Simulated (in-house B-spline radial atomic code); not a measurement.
**Sb3+: [Kr] 4d10 5s2**

All numbers are computed (non-relativistic CAM-B3LYP, spin-polarised, spherical fractional occupations, exact exchange averaged over the configuration; point nucleus) with a radial B-spline atomic code at the basis-set limit, not measured.

Z_r = [3n² - l(l+1)]/(2<r>); Z_e = n√(-2ε); the last column is Slater's effective charge. Values are occupation-weighted means over spin.

```json
{"shell": "1s", "electrons": "2", "ε (eV)": "-29277", "<r> (bohr)": "0.02982", "Z_r": "50.30", "Z_e": "46.39", "Slater": "50.70"}
{"shell": "2s", "electrons": "2", "ε (eV)": "-4395.9", "<r> (bohr)": "0.1286", "Z_r": "46.64", "Z_e": "35.95", "Slater": "46.85"}
{"shell": "2p", "electrons": "6", "ε (eV)": "-4119.3", "<r> (bohr)": "0.1097", "Z_r": "45.59", "Z_e": "34.80", "Slater": "46.85"}
{"shell": "3s", "electrons": "2", "ε (eV)": "-892.22", "<r> (bohr)": "0.3437", "Z_r": "39.28", "Z_e": "24.29", "Slater": "39.75"}
{"shell": "3p", "electrons": "6", "ε (eV)": "-776.99", "<r> (bohr)": "0.3345", "Z_r": "37.37", "Z_e": "22.67", "Slater": "39.75"}
{"shell": "3d", "electrons": "10", "ε (eV)": "-563.54", "<r> (bohr)": "0.3054", "Z_r": "34.38", "Z_e": "19.31", "Slater": "29.85"}
{"shell": "4s", "electrons": "2", "ε (eV)": "-174.67", "<r> (bohr)": "0.8204", "Z_r": "29.25", "Z_e": "14.33", "Slater": "23.25"}
{"shell": "4p", "electrons": "6", "ε (eV)": "-135.18", "<r> (bohr)": "0.8651", "Z_r": "26.59", "Z_e": "12.61", "Slater": "23.25"}
{"shell": "4d", "electrons": "10", "ε (eV)": "-68.648", "<r> (bohr)": "1.011", "Z_r": "20.76", "Z_e": "8.98", "Slater": "11.85"}
{"shell": "5s", "electrons": "2", "ε (eV)": "-40.06", "<r> (bohr)": "2.102", "Z_r": "17.84", "Z_e": "8.58", "Slater": "7.35"}
```

The least bound orbital is 5s at -40.06 eV, and it is also the most diffuse (<r> = 2.102 bohr).
